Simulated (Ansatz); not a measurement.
Basis-set extrapolation for C4H7ClSi, SMILES `C=C[SiH](Cl)C=C` (PBE0-D4/def2-TZVP geometry, frozen core, Ansatz). Multiplicity 1, RHF reference.

```tsv
	def2-TZVPP	def2-QZVPP
HF	-904.086365	-904.115009
MP2 correlation	-0.949841	-1.020012
CCSD(T) correlation	-1.058168	not run
```

Energies in hartree. Use E(X) = E(∞) + A·exp(−7.88·√X) for Hartree–Fock and E(X) = E(∞) + B·X^(−2.97) for correlation, with X = 3 and 4, and add CCSD(T) minus MP2 of the smaller set to the MP2 limit.

Question: What is the CCSD(T) energy at the basis-set limit?

Answer: HF limit: -904.115009 + (-0.028644) × 0.13774 = -904.11895. MP2 limit: -1.020012 + (-0.070171) × 0.74074 = -1.07199. Higher-order term: -1.058168 − (-0.949841) = -0.10833. Total: -905.29927 hartree, 97.1 kcal/mol below CCSD(T)/def2-TZVPP.
